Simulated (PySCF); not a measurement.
Cost against result

Saddle point of ZnH3ClO, singlet (ZnHClO ([OH][Zn][Cl]) + H₂ → ZnHCl ([Cl][ZnH]) + H₂O (still joined by a long Zn–O bond); bonds formed: Zn1–H5, O2–H4; bonds broken: H4–H5; bonds weakened to dative contacts: Zn1–O2), PBE0-D4/def2-TZVP structure:

```
6
angstrom
Zn -0.5021 0.2711 -0.5875
O 0.0961 -0.5384 1.0655
Cl -1.9011 0.3950 -2.1572
H 0.9388 0.3090 0.5582
H 1.0934 1.0333 -0.1026
H 0.2749 -1.4699 1.2235
```

Barriers are electronic and count from the start structure reached by relaxing down the imaginary mode.

Program: PySCF 2.14 with density fitting (its default auxiliary sets; JK sets also for MP2 and CCSD(T)). Basis: as named in each row. Cores are frozen in the correlated methods. The 3s and 3p shells of Cu and Zn are frozen; filled d shells are correlated. B3LYP uses VWN-RPA correlation. Extrapolation: Hartree–Fock as exp(−7.88 √X), correlation as X^−2.97.

Times are rough, for one single point on 4 threads of a shared host (Arm Neoverse V1).

The estimate by CCSD(T) at an estimated basis limit (MP2 extrapolated from triple and quadruple zeta, plus CCSD(T) − MP2 in triple zeta) is 103.8 kJ/mol.

| method | basis | time (s) | barrier (kJ/mol) | method less estimate |
| --- | --- | --- | --- | --- |
| HF | STO-3G | under 1 | 335.5 | 231.7 |
| PBE0-D4 | def2-SVP | 3 | 65.4 | -38.4 |
| PBE-D4 | def2-SVP | 4 | 60.4 | -43.4 |
| MP2 | def2-QZVPP | 5 | 107.6 | 3.8 |
| SPW92 | def2-TZVPP | 6 | 55.1 | -48.7 |
| PBE0-D4 | def2-TZVPP | 8 | 86.8 | -17.0 |
| BHLYP-D4 | def2-TZVPP | 8 | 102.6 | -1.2 |
| B3LYP-D4 | def2-TZVPP | 9 | 98.2 | -5.6 |
| PBE-D4 | def2-TZVPP | 9 | 83.4 | -20.4 |
| CCSD(T) | def2-SVP | 10 | 82.1 | -21.7 |
| r2SCAN-D4 | def2-TZVPP | 19 | 88.6 | -15.1 |
| wB97M-V | def2-TZVPP | 100 | 97.6 | -6.2 |
| CCSD(T) | def2-TZVPP | 330 | 101.4 | -2.3 |

All methods are single points on the PBE0-D4 structures.

T1 diagnostic: at most 0.016.

Labels in which every atom is bracketed show which atoms are joined, not bond orders.
